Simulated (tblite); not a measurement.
Species: C₆H₁₃OP.
Geometry (GFN2-xTB, Å), atoms numbered from 1 in this order:
```xyz
21
C6H13OP angstrom
C     -2.3776   -0.1600    0.5530
C     -1.0072    0.1044   -0.0691
C     -0.1666    0.9746    0.8699
C      1.1307    1.4410    0.2250
P      2.1614    0.0280   -0.2930
O      3.3809    0.3678   -1.0297
C      0.9720   -1.0362   -1.1765
C     -0.3072   -1.2233   -0.3733
H     -2.8958    0.7753    0.7506
H     -2.9939   -0.7564   -0.1157
H     -2.2707   -0.6983    1.4926
H     -1.1502    0.6462   -1.0117
H     -0.7516    1.8478    1.1706
H      0.0617    0.4029    1.7729
H      1.7156    2.0680    0.9034
H      0.9384    2.0276   -0.6798
H      2.3862   -0.6620    0.9018
H      0.7734   -0.5431   -2.1341
H      1.4547   -1.9926   -1.3948
H     -0.0739   -1.7252    0.5690
H     -0.9894   -1.8696   -0.9317
```

Calculated harmonic vibrations of the isolated species, GFN2-xTB (tblite), most abundant isotopes, no scaling. Errors from tens to a few hundred cm⁻¹ against measured bands are possible. Modes of hydrogen on phosphorus can be 10 to 20 % off. One conformer, not necessarily the lowest.

Harmonic wavenumbers (cm⁻¹): 87.1, 173.1, 215.1, 219.1, 261.6, 278.9, 316.8, 342.9, 425.4, 435.2, 539.3, 658.1, 689.3, 765.1, 797.2, 864.3, 880.5, 928.6, 934.1, 955.9, 970.0, 1027.7, 1038.7, 1064.8, 1068.7, 1102.9, 1143.6, 1170.4, 1199.9, 1216.9, 1265.7, 1266.0, 1291.9, 1303.1, 1312.1, 1354.6, 1365.2, 1418.8, 1429.5, 1434.8, 1478.5, 1492.0, 1502.3, 1504.9, 2257.9, 2920.0, 2925.8, 2931.0, 2950.2, 2950.9, 2956.7, 2961.6, 2972.7, 2974.5, 3030.8, 3035.1, 3041.7.

A = 3696, B = 1130, C = 930.3 MHz; mass 132.070 u (most abundant isotopes); point group Cs, symmetry number 1.

Q: What is the zero-point energy?

A: Half the sum of the wavenumbers: 39550 cm⁻¹ = 473.12 kJ/mol.

Q: Entropy at 298.15 K, 1 bar (ideal gas, RRHO, classical rotation)?

A: Translation 169.76, rotation 120.52, vibration 87.12: S = 377.4 J/(mol K).

Q: And Cp and H(298.15 K) − H(0)?

A: Cp = 151.04 J/(mol K), of which vibrations give 117.78 (their classical limit is 57 R = 473.9); H(298.15 K) − H(0) = 25.48 kJ/mol without the zero-point energy, 15.57 from vibrations.

Q: How do the functions run with temperature in this model?

A: 
```tsv
T (K)	S (J/(mol K))	Cp (J/(mol K))	H − H(0) (kJ/mol)	G − H(0) (kJ/mol)	ln q(vib)
50	234.1	41.6	1.78	-9.92	0.10
100	269.5	63.8	4.40	-22.55	0.58
373.15	415.2	187.2	38.17	-116.76	5.82
500	477.9	242.1	65.51	-173.43	8.74
750	592.0	320.3	136.55	-307.48	14.71
1000	691.7	371.4	223.44	-468.23	20.56
```

q(vib) and H(0) count from the zero-point level.

Q: Which modes carry the vibrational entropy at 298.15 K?

A: 87.1 cm⁻¹: 15.58; 173.1 cm⁻¹: 10.05; 215.1 cm⁻¹: 8.37; 219.1 cm⁻¹: 8.23; 261.6 cm⁻¹: 6.91; 278.9 cm⁻¹: 6.45 J/(mol K); the other 51 give 31.55 together.

Hindered rotation and anharmonicity are outside this model. Other conformers, if any are populated, would add a mixing term that is left out.
